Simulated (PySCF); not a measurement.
# `N#CC=C=C(Br)C#N`, C5HBrN2

Geometry:
| atom | x (Å) | y (Å) | z (Å) |
| --- | --- | --- | --- |
| N1 | -2.744 | 1.920 | 0.536 |
| C2 | -2.114 | 1.009 | 0.198 |
| C3 | -1.366 | -0.128 | -0.237 |
| C4 | -0.089 | -0.293 | 0.026 |
| C5 | 1.182 | -0.487 | 0.280 |
| Br6 | 1.734 | -1.407 | 1.840 |
| C7 | 2.222 | -0.036 | -0.585 |
| N8 | 3.075 | 0.320 | -1.284 |
| H9 | -1.905 | -0.888 | -0.819 |

Theory: TDDFT CAM-B3LYP/def2-TZVPD circular dichroism and optical rotation, one conformer, gas phase (PySCF). Geometry: PBE0-D3(BJ)/def2-SVP.

The calculation is non-relativistic, which matters for the atoms heavier than Zn. No stereocentre is labelled: unless the shape is locked (an allene, a helicene, a hindered biaryl), the mirror image is equally populated and a measured rotation or CD is zero. Singlets 2 and 3 lie within 0.01 eV of each other, so their separate moments and overlaps can depend on how they mix.

Question: Draw the ECD and absorption spectra from the lowest 12 states, each a Gaussian of half-width 0.2 eV at 1/e height.

Answer: 
| E (eV) | λ (nm) | Δε (L mol⁻¹ cm⁻¹) | ε (L mol⁻¹ cm⁻¹) |
| --- | --- | --- | --- |
| 3.67 | 337 | 0.00 | 0 |
| 3.77 | 328 | 0.00 | 0.371 |
| 3.88 | 320 | +0.01 | 2.13 |
| 3.98 | 312 | +0.03 | 7.45 |
| 4.08 | 304 | +0.06 | 15.8 |
| 4.18 | 297 | +0.07 | 20.2 |
| 4.28 | 290 | +0.06 | 15.8 |
| 4.38 | 283 | +0.03 | 7.45 |
| 4.48 | 277 | +0.01 | 2.13 |
| 4.58 | 271 | 0.00 | 0.372 |
| 4.68 | 265 | 0.00 | 0.0873 |
| 4.78 | 260 | 0.00 | 0.958 |
| 4.88 | 254 | +0.06 | 11.5 |
| 4.98 | 249 | +0.42 | 83.8 |
| 5.08 | 244 | +1.87 | 371 |
| 5.18 | 240 | +5.04 | 996 |
| 5.28 | 235 | +8.26 | 1640 |
| 5.38 | 231 | +8.20 | 1860 |
| 5.48 | 226 | +4.94 | 2570 |
| 5.58 | 222 | +2.22 | 6830 |
| 5.68 | 218 | +3.54 | 18300 |
| 5.78 | 215 | +11.14 | 38000 |
| 5.88 | 211 | +22.04 | 58700 |
| 5.98 | 208 | +26.92 | 62900 |
| 6.08 | 204 | +22.49 | 43900 |
| 6.18 | 201 | +14.77 | 19300 |
| 6.28 | 198 | +8.10 | 5370 |
| 6.38 | 194 | +3.65 | 1290 |
| 6.48 | 191 | +1.21 | 1010 |
| 6.58 | 189 | -0.39 | 1380 |
| 6.68 | 186 | -1.26 | 1290 |
| 6.78 | 183 | -1.10 | 754 |
| 6.88 | 180 | -0.58 | 272 |
| 6.98 | 178 | -0.49 | 70 |
| 7.08 | 175 | -1.03 | 39 |

Δε uses R in velocity form, ε uses f in length form. Only the states computed contribute, so the short-wavelength end is incomplete.
